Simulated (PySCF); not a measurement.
Here is a job for PySCF.
```python
from pyscf import gto, scf, cc

mol = gto.M(
    atom='''
Si   -1.119098   -0.112898    0.022331
P     1.156020    0.152827   -0.134155
H    -2.292607   -0.935822   -0.467765
H    -1.557231    1.254935   -0.309717
H    -1.350695   -0.269869    1.481762
H     1.361397   -1.185608    0.158039
H     2.166209    0.424519    0.837378
''',
    basis='3-21g',
    charge=-1,
    spin=1,
    verbose=4,
)

mf = scf.UHF(mol)
mf.kernel()

mycc = cc.CCSD(mf, frozen=10)
mycc.kernel()
print('E(CCSD) = %.10f' % mycc.e_tot)
mf.analyze()
```

Question: What does this run give for the SCF-reference HOMO energy, SCF-reference <S^2>?

Answer: 
| Item | Value |
|---|---|
| SCF-reference HOMO energy | -0.29 eV |
| SCF-reference <S^2> | 0.769 |

These values belong to the state on which the SCF converged, which isn't shown to be the lowest.
